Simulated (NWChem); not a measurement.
Program: NWChem. System: H5GeSi, charge 0, spin multiplicity 2, at a geometry optimised with UB3LYP/def2-SVP. The structure started from a generated list of species. Its SCF solution wasn't tested for a lower state. Level: UHF/def2-TZVP.

Input file:

```
start mol
memory heap 200 mb stack 900 mb global 1100 mb
geometry units angstroms nocenter noautoz
  Si    -0.154904    -1.644129     0.000000
  Ge     0.034598     0.741379     0.000000
  H      0.431428    -2.279913     1.220482
  H      0.431428    -2.279913    -1.220482
  H     -0.655792     1.321214    -1.252970
  H     -0.655792     1.321214     1.252970
  H      1.510227     1.211100     0.000000
  symmetry group Cs
end
basis spherical
  * library def2-tzvp
end
scf
  uhf
  nopen 1
  maxiter 100
  thresh 1e-7
  semidirect memsize 60000000 filesize 0
  # guess.movecs holds the orbitals of an unrestricted PBE0 run
  vectors input guess.movecs output mol.movecs
end
task scf energy
```

Part of the output:

```
             Northwest Computational Chemistry Package (NWChem) 7.3.0
             --------------------------------------------------------

                                NWChem Input Module
                                -------------------

 Scaling coordinates for geometry "geometry" by  1.889725989
 (inverse scale =  0.529177249)

 Turning off AUTOSYM since
 SYMMETRY directive was detected!

                             Geometry "geometry" -> ""
                             -------------------------

 Output coordinates in angstroms (scale by  1.889725989 to convert to a.u.)

  No.       Tag          Charge          X              Y              Z
 ---- ---------------- ---------- -------------- -------------- --------------
    1 Si                  14.0000    -0.15490400    -1.64412900     0.00000000
    2 Ge                  32.0000     0.03459800     0.74137900     0.00000000
    3 H                    1.0000     0.43142800    -2.27991300     1.22048200
    4 H                    1.0000     0.43142800    -2.27991300    -1.22048200
    5 H                    1.0000    -0.65579200     1.32121400    -1.25297000
    6 H                    1.0000    -0.65579200     1.32121400     1.25297000
    7 H                    1.0000     1.51022700     1.21110000     0.00000000

 Effective nuclear repulsion energy (a.u.)     160.5965016184

            Nuclear Dipole moment (a.u.)
            ----------------------------
        X                 Y               Z
 ---------------- ---------------- ----------------
    -0.0000396842     0.0000453534     0.0000000000

      Symmetry information
      --------------------

 Group name             Cs
 Group number              2
 Group order               2
 No. of unique centers     5

      Symmetry unique atoms

     1    2    3    5    7


 Summary of "ao basis" -> "" (spherical)
 ------------------------------------------------------------------------------
       Tag                 Description            Shells   Functions and Types
 ---------------- ------------------------------  ------  ---------------------
 *                         def2-tzvp                  on all atoms

 Summary of "ao basis" -> "ao basis" (spherical)
 ------------------------------------------------------------------------------
       Tag                 Description            Shells   Functions and Types
 ---------------- ------------------------------  ------  ---------------------
 Si                        def2-tzvp                13       37   5s5p2d1f
 Ge                        def2-tzvp                16       48   6s5p4d1f
 H                         def2-tzvp                 4        6   3s1p

                                 NWChem SCF Module
                                 -----------------

  ao basis        = "ao basis"
  functions       =   115
  atoms           =     7
  alpha electrons =    26
  beta  electrons =    25
  charge          =   0.00
  wavefunction    = UHF
  use symmetry    = T
  symmetry adapt  = T

 Summary of "ao basis" -> "ao basis" (spherical)
 ------------------------------------------------------------------------------
       Tag                 Description            Shells   Functions and Types
 ---------------- ------------------------------  ------  ---------------------
 Si                        def2-tzvp                13       37   5s5p2d1f
 Ge                        def2-tzvp                16       48   6s5p4d1f
 H                         def2-tzvp                 4        6   3s1p
[...]
 Vector   24  Occ=1.000000D+00  E=-4.655028D-01  Symmetry=a"
              MO Center= -2.3D-01,  1.7D-01, -8.0D-14, r^2= 4.6D+00
   Bfn.  Coefficient  Atom+Function         Bfn.  Coefficient  Atom+Function
  ----- ------------  ---------------      ----- ------------  ---------------
    55      0.273685  2 Ge pz                99     -0.202623  5 H  s
   105      0.202623  6 H  s                 58      0.179424  2 Ge pz
    17     -0.159403  1 Si pz

 Vector   25  Occ=1.000000D+00  E=-4.040142D-01  Symmetry=a'
              MO Center= -5.3D-02, -4.4D-01,  2.3D-14, r^2= 3.2D+00
   Bfn.  Coefficient  Atom+Function         Bfn.  Coefficient  Atom+Function
  ----- ------------  ---------------      ----- ------------  ---------------
    16      0.317026  1 Si py                54     -0.317452  2 Ge py
    57     -0.201547  2 Ge py

 Vector   26  Occ=0.000000D+00  E= 3.301421D-02  Symmetry=a'
              MO Center= -4.0D-01, -1.5D+00, -3.7D-13, r^2= 4.0D+00
   Bfn.  Coefficient  Atom+Function         Bfn.  Coefficient  Atom+Function
  ----- ------------  ---------------      ----- ------------  ---------------
    18      0.662790  1 Si px               112     -0.262499  7 H  s
     5     -0.211545  1 Si s                 19      0.184586  1 Si py
    15      0.170204  1 Si px                 4     -0.151460  1 Si s

 Vector   27  Occ=0.000000D+00  E= 1.263229D-01  Symmetry=a'
              MO Center= -8.7D-02, -7.9D-01, -4.4D-15, r^2= 9.4D+00
   Bfn.  Coefficient  Atom+Function         Bfn.  Coefficient  Atom+Function
  ----- ------------  ---------------      ----- ------------  ---------------
    43      2.792134  2 Ge s                 19     -1.806344  1 Si py
     5     -1.765312  1 Si s                 57     -1.335015  2 Ge py
   100     -0.474079  5 H  s                106     -0.474079  6 H  s
   112     -0.332744  7 H  s                 16     -0.251093  1 Si py
    78     -0.233483  2 Ge d  2              56     -0.222841  2 Ge px

 Vector   28  Occ=0.000000D+00  E= 1.355371D-01  Symmetry=a"
              MO Center= -1.3D-01, -3.5D-01,  1.1D-14, r^2= 5.3D+00
   Bfn.  Coefficient  Atom+Function         Bfn.  Coefficient  Atom+Function
  ----- ------------  ---------------      ----- ------------  ---------------
    20      1.062236  1 Si pz                58      0.855611  2 Ge pz
    88     -0.821302  3 H  s                 94      0.821302  4 H  s
   100      0.764163  5 H  s                106     -0.764163  6 H  s

 center of mass
 --------------
 x =  -0.01248267 y =   0.14304226 z =   0.00000000

 moments of inertia (a.u.)
 ------------------
         490.253822716793         -25.672678156260           0.000000000000
         -25.672678156260          37.362966614833           0.000000000000
           0.000000000000           0.000000000000         483.571984893692

  Mulliken analysis of the total density
  --------------------------------------

    Atom       Charge   Shell Charges
 -----------   ------   -------------------------------------------------------
    1 Si  14    13.99   2.00  0.59  1.39  0.85  0.55  4.12  1.73  0.50  1.53  0.53  0.08  0.12  0.01
    2 Ge  32    31.92   2.00  2.00  1.16  0.80  0.76  0.57  5.98  4.44  1.56  1.45  0.98  8.91  1.10  0.06  0.13  0.02
    3 H    1     1.03   0.23  0.55  0.23  0.01
    4 H    1     1.03   0.23  0.55  0.23  0.01
    5 H    1     1.01   0.23  0.57  0.21  0.01
    6 H    1     1.01   0.23  0.57  0.21  0.01
    7 H    1     1.02   0.23  0.57  0.21  0.01

  Mulliken analysis of the alpha density
  --------------------------------------

    Atom       Charge   Shell Charges
 -----------   ------   -------------------------------------------------------
    1 Si  14     7.49   1.00  0.29  0.69  0.46  0.32  2.07  0.86  0.29  1.00  0.41  0.04  0.06  0.01
    2 Ge  32    15.95   1.00  1.00  0.58  0.40  0.38  0.29  2.99  2.22  0.78  0.73  0.48  4.46  0.55  0.03  0.07  0.01
    3 H    1     0.51   0.12  0.27  0.11  0.01
    4 H    1     0.51   0.12  0.27  0.11  0.01
    5 H    1     0.50   0.11  0.28  0.10  0.00
    6 H    1     0.50   0.11  0.28  0.10  0.00
    7 H    1     0.53   0.12  0.29  0.11  0.00

   Mulliken analysis of the beta density
   -------------------------------------

    Atom       Charge   Shell Charges
 -----------   ------   -------------------------------------------------------
    1 Si  14     6.50   1.00  0.29  0.70  0.39  0.23  2.05  0.87  0.21  0.53  0.12  0.04  0.06  0.01
    2 Ge  32    15.96   1.00  1.00  0.58  0.40  0.38  0.29  2.99  2.22  0.78  0.73  0.49  4.46  0.55  0.03  0.06  0.01
    3 H    1     0.52   0.12  0.28  0.12  0.00
    4 H    1     0.52   0.12  0.28  0.12  0.00
    5 H    1     0.51   0.11  0.29  0.11  0.00
    6 H    1     0.51   0.11  0.29  0.11  0.00
    7 H    1     0.49   0.11  0.27  0.10  0.00

   Mulliken analysis of the spin density
   -------------------------------------

    Atom       Charge   Shell Charges
 -----------   ------   -------------------------------------------------------
    1 Si  14     1.00   0.00  0.00 -0.00  0.08  0.09  0.02 -0.02  0.08  0.47  0.28 -0.00  0.00 -0.00
    2 Ge  32    -0.01   0.00  0.00  0.00 -0.00 -0.00 -0.00 -0.00  0.00 -0.00 -0.00 -0.01  0.00 -0.00  0.00  0.01  0.00
    3 H    1    -0.01  -0.00 -0.00 -0.01  0.00
    4 H    1    -0.01  -0.00 -0.00 -0.01  0.00
    5 H    1    -0.01  -0.00 -0.00 -0.00 -0.00
    6 H    1    -0.01  -0.00 -0.00 -0.00 -0.00
    7 H    1     0.04   0.01  0.02  0.01 -0.00

       Multipole analysis of the density wrt the origin
       ------------------------------------------------

     L   x y z        total         alpha         beta         nuclear
     -   - - -        -----         -----         ----         -------
     0   0 0 0     -0.000000    -26.000000    -25.000000     51.000000

     1   1 0 0     -0.025060      0.518724     -0.543744     -0.000040
     1   0 1 0     -0.033088      1.577546     -1.610680      0.000045
     1   0 0 1      0.000000      0.000000     -0.000000      0.000000

     2   2 0 0    -26.727919    -23.118309    -17.491802     13.882192
     2   1 1 0      0.071803     -6.929924     -1.980477      8.982204
     2   1 0 1      0.000000      0.000000     -0.000000      0.000000
     2   0 2 0    -27.155223   -146.278711   -133.660710    252.784198
     2   0 1 1      0.000000      0.000000     -0.000000      0.000000
     2   0 0 2    -26.505143    -24.922940    -23.433618     21.851415

 Task  times  cpu:       10.1s     wall:       10.1s

 Total times  cpu:       10.1s     wall:       10.1s
```
